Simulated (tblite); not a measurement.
A tight-binding relaxation on `Fc1cccc(C2CC2)p1`.

Computed with GFN2-xTB geometry optimisation, gas phase (tblite 0.8.0). Start geometry: from a force field or distance geometry. The command runs a driver script over a list of jobs; the input below is this job's line of settings and its coordinates in Å.

Command:
```bash
OMP_NUM_THREADS=1 python probes_run.py task.json out
```

Input:
```
{"job": {"kind": "relax", "xc": "GFN2-xTB", "basis": "xTB"}, "charge": 0, "multiplicity": 1}
F      3.196200     2.448000     0.863200
C      2.348300     1.441400     0.574000
C      2.917100     0.285600     0.036600
C      2.182100    -0.847600    -0.332900
C      0.786600    -0.966300    -0.179200
C     -0.084500     0.020700     0.314900
C     -1.567600    -0.161400     0.444300
C     -2.365100    -0.760800    -0.681200
C     -2.515100     0.685300    -0.360400
P      0.578800     1.629400     0.995900
H      3.982400     0.286700    -0.133600
H      2.723900    -1.705600    -0.740900
H      0.330400    -1.903500    -0.501300
H     -1.902800    -0.428800     1.446700
H     -1.879200    -1.010100    -1.613800
H     -3.192200    -1.427700    -0.415900
H     -3.433600     1.019300     0.123100
H     -2.114500     1.401900    -1.064400
```

Output:
```
step      E/eV     max force
  0    -772.50021    2.531
  1    -772.68751    1.347
  2    -772.77543    0.859
  3    -772.80263    0.616
  4    -772.83401    0.423
  5    -772.84392    0.405
  6    -772.87067    0.316
  7    -772.88010    0.246
  8    -772.88700    0.216
  9    -772.89058    0.197
... (111 lines left out)
121    -773.03950    0.090
122    -773.04016    0.084
123    -773.04076    0.055
124    -773.04108    0.054
125    -773.04135    0.046
126    -773.04157    0.031
127    -773.04172    0.027
128    -773.04182    0.021
129    -773.04187    0.016
130    -773.04190    0.010
```

«max force» is the largest atomic force in eV/Å.

Question: From which step on does the largest force stay under 0.1 eV/Å, and how much energy is left to gain from there?

Answer: From step 120 (0.075 eV/Å), 3.0 meV above the end.

Summary of the converged run: energy lowered by 12.5 kcal/mol over 130 steps; largest atomic force 0.010 eV/Å at the end.

Time: 1.1 s of wall time. Hardware: Arm Neoverse V1, one thread, shared host with 64 logical CPUs at a one-minute load of 24.
Labels such as C1 count atoms from 1, the log's own numbers from 0.
